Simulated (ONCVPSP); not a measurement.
# What one change does to a pseudopotential (Cd, ONCV)

ONCVPSP 4.0.1 input, shortened (lines: element, Z, core and valence counts, functional; n l f; lmax; l rc ep ncon nbas qcut; lloc lpopt rc5 dvloc0; l nproj debl; icmod fcfact rcfact), LDA (Perdew-Wang 92), non-relativistic:

```
  Cd 48.00    8    2  -001012      upf
    1    0    2.00
    2    0    2.00
    2    1    6.00
    3    0    2.00
    3    1    6.00
    3    2   10.00
    4    0    2.00
    4    1    6.00
    4    2   10.00
    5    0    2.00
    3
    0    2.60    0.00    3    6    2.70
    1    2.70    0.11    4    8    2.80
    2    1.75    0.00    4    9    9.30
    3    2.00    0.39    4    7    5.90
    4    5    1.60    0.00
    0    1    1.10
    1    1    3.80
    2    2    3.70
    3    2    2.60
    1    0.60    0.00
```

In the p channel the program set the typed energies aside and used 0.050 Ha.

Change: p: nproj 3. In the p channel the program set the typed energies aside and used 0.050, 3.850, 7.650 Ha.

Cutoffs: the cutoffs (Ha) at which the residual kinetic energy of the hardest occupied pseudo-wave falls to 1 and 0.1 mHa per electron; they do not see the model core or the augmentation charge, which bear on the density cutoff. Errors are all-electron minus pseudo energies relative to the spin-unpolarised reference configuration.

Problem. Predict the effect on cutoff, ghosts and configuration errors.

Solution. The potential gets neither clearly harder nor softer (30 Ha and 35 Ha → 30 Ha and 35 Ha); both files keep a bound ghost (s); the lowest positive-energy flag moves from p at 14.7 eV to p at 220.0 eV; of the 3 tests that both files solve, the error grows in 1 and shrinks in 0 by more than 15 % and 0.3 meV (median size 11.0 → 12.5 meV); the range in which the p phases agree widens (upper end 0.4 → at the end of the scan).

```tsv
quantity	base	changed
cutoff, loose	30 Ha	30 Ha
cutoff, tight	35 Ha	35 Ha
bound ghosts	s	s
GHOST(+) flags under 300 eV	p at 14.7 eV	p at 220.0 eV
tests with a reliable result	3 of 4	3 of 4
error for 4d10 5s1, meV [ΔE 9.07 eV]	-4.4	-4.4
error for 4d10 5s0, meV [ΔE 25.69 eV]	-40	-40
error for 4d10 5s0 5p2, meV [ΔE 8.77 eV]	-11	-13
s: phases at 2.64 bohr within 0.05 rad from the reference energy up to (Ha; the scan ends near 5)	1.3	1.3
p: phases at 2.74 bohr within 0.05 rad from the reference energy up to (Ha; the scan ends near 5)	0.4	to the end of the scan
d: phases at 1.78 bohr within 0.05 rad from the reference energy up to (Ha; the scan ends near 5)	to the end of the scan	to the end of the scan
f: phases at 2.03 bohr within 0.05 rad from the reference energy up to (Ha; the scan ends near 5)	to the end of the scan	to the end of the scan
rms error of d²Exc/dni dnj with the model core, mHa	0.65	0.65
```

 A true bound ghost makes a file unfit for plane-wave use even where its test errors are small: the radial tests pick states by their node count and pass the ghost by.
